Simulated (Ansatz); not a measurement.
Basis-set extrapolation for C$_{5}$H$_{8}$O$_{2}$, SMILES `O=C1CCCCO1` (PBE0-D4/def2-TZVP geometry, frozen core, Ansatz 0.2.0). Multiplicity 1, RHF reference.

```tsv
	def2-TZVPP	def2-QZVPP
HF	-343.872536	-343.887999
MP2 correlation	-1.289444	-1.379343
CCSD(T) correlation	-1.384467	not run
```

Energies in hartree. Use E(X) = E(∞) + A·exp(−7.88·√X) for Hartree–Fock and E(X) = E(∞) + B·X^(−2.97) for correlation, with X = 3 and 4, and add CCSD(T) minus MP2 of the smaller set to the MP2 limit.

**Question.** What is the CCSD(T) energy at the basis-set limit?

**Answer.** HF limit: -343.887999 + (-0.015463) × 0.13774 = -343.89013. MP2 limit: -1.379343 + (-0.089899) × 0.74074 = -1.44593. Higher-order term: -1.384467 − (-1.289444) = -0.09502. Total: -345.43108 hartree, 457.0 kJ/mol below CCSD(T)/def2-TZVPP.
